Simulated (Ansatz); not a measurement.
`O[SiH]([SiH3])[SeH]` + `[Cl][SnH3]` → `[Cl][SnH2][SeH]` + `O[SiH2][SiH3]`  (formal exchange of groups at the Se–Si bond)

Gas-phase electronic energies from Ansatz, PBE0-D4/def2-TZVP geometries. CBS: MP2 limit from def2 TZ/QZ plus the TZ coupled-cluster correction, frozen cores. DFT in def2-TZVPP. B3LYP here is the variant with VWN-RPA as its local correlation; programs differ in this. def2 core potentials past Kr. For Se, Sn outer-core shells are correlated without core-valence functions, which leaves a few kJ/mol of doubt a bond. Scalar relativity is left out up to krypton. One conformer a species, not always the lowest.

```tsv
level	ΔE (kJ/mol)	difference from CCSD(T)/CBS
PBE-D4	-2.0	6.6
r2SCAN-D4	-3.1	5.5
PBE0-D4	-2.3	6.3
B3LYP-D4	-7.0	1.6
ωB97M-V	-2.5	6.1
B2PLYP	-8.3	0.3
PBE	-4.5	4.1
B3LYP	-11.1	-2.5
HF/def2-TZVPP	-14.6	-6.0
MP2/def2-TZVPP	-3.7	4.9
SCS-MP2/def2-TZVPP	-6.2	2.4
CCSD/def2-TZVPP	-4.2	4.4
CCSD(T)/def2-TZVPP	-2.9	5.7
MP2/def2-QZVPP	-7.4	1.2
SCS-MP2/def2-QZVPP	-9.5	-0.9
CCSD/CBS(def2)	-10.0	-1.4
CCSD(T)/CBS	-8.6	0
```

Largest T1 diagnostic among the species: 0.012.

In def2-TZVPP, CCSD(T) changes the Hartree–Fock value by +11.7 kJ/mol (the triples alone add +1.4 kJ/mol) and MP2 by +10.9 kJ/mol. The D4 term adds +4.2 kJ/mol with B3LYP and +2.2 kJ/mol with PBE0; it sums over pairs of atoms, weighted by their polarisabilities, and B3LYP, whose exchange is more repulsive, gets the larger term.
